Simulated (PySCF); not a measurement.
# Peak assignment

Geometry (Å), atoms numbered from 1 in this order:
```xyz
19

C    -1.9512   -0.9400   -0.6472
C    -0.4968   -1.1922   -0.3479
O     0.0127   -2.2852   -0.4932
C     0.2672   -0.0442    0.1278
C    -0.0395    1.2999    0.3835
C    -1.3001    2.0699    0.2604
N     1.0837    1.8965    0.8116
N     2.0433    1.0411    0.8395
N     1.5978   -0.1262    0.4399
C     2.4683   -1.2601    0.3785
H    -2.0479   -0.1788   -1.4174
H    -2.4114   -1.8634   -0.9894
H    -2.4616   -0.5889    0.2463
H    -1.1048    3.0957    0.5612
H    -1.6625    2.0645   -0.7664
H    -2.0757    1.6544    0.9018
H     2.5167   -1.6465   -0.6401
H     3.4524   -0.9308    0.7061
H     2.0995   -2.0564    1.0259
```

- PBE0/pcSseg-1 with gauge-including orbitals
- coordinates at the GFN2-xTB level
- program: PySCF
- non-relativistic, no solvent, single conformer, averaged over atoms made equivalent by symmetry, fast rotation or ring inversion

δ = σ(ref) − σ, references computed at the same level: TMS for ¹³C (186.93 ppm) and ¹H (31.72 ppm).

Problem. Assign these signals to the numbered atoms. ¹³C{¹H} NMR (computed): δ 192.7 (C), 151.8 (C), 137.7 (C), 40.1 (CH3), 33.5 (CH3), 17.6 (CH3).

Solution. 
192.7 → C2, ketone carbonyl carbon: low-lying n→π* states of the double bond to the heteroatom give a large paramagnetic term (-253 ppm)
151.8 → C5, substituted aromatic carbon next to a ring nitrogen
137.7 → C4, substituted aromatic carbon next to a ring nitrogen
40.1 → C10, methyl carbon bonded to N: pulled downfield by the heteroatom
33.5 → C1, methyl carbon α to a carbonyl: α to the electron-withdrawing carbonyl group
17.6 → C6, methyl carbon on an aromatic ring: aliphatic region, no heteroatom directly attached

Problem. Assign these signals to the numbered atoms. ¹H NMR (400 MHz, computed): δ 4.36 (s, 3H), 2.78 (s, 3H), 2.59 (s, 3H).

Solution. 
| δ (ppm) | atoms | environment | reason |
| --- | --- | --- | --- |
| 4.36 | H17/H18/H19 | hydrogen on a methyl carbon bonded to N | its carbon carries N, an electronegative neighbour |
| 2.78 | H14/H15/H16 | hydrogen on a methyl carbon on an aromatic ring | benzylic-type position, deshielded by the ring |
| 2.59 | H11/H12/H13 | hydrogen on a methyl carbon α to a carbonyl | α to C=O |

Shifts are as computed. Against solution values, carbons near 30 ppm lie about +3 ppm off and those near 130 ppm about +5 ppm. Of 1211 compounds with measured shifts, 218 miss one by over three times the rms of a fit or turn the order of signals round; such compounds aren't used in these exercises. No couplings were computed; multiplicities are counted from neighbouring protons, with m where these are inequivalent, close in shift, in a saturated or five-membered ring or joined by F or P, and br s for small geminal =CH2 splittings.
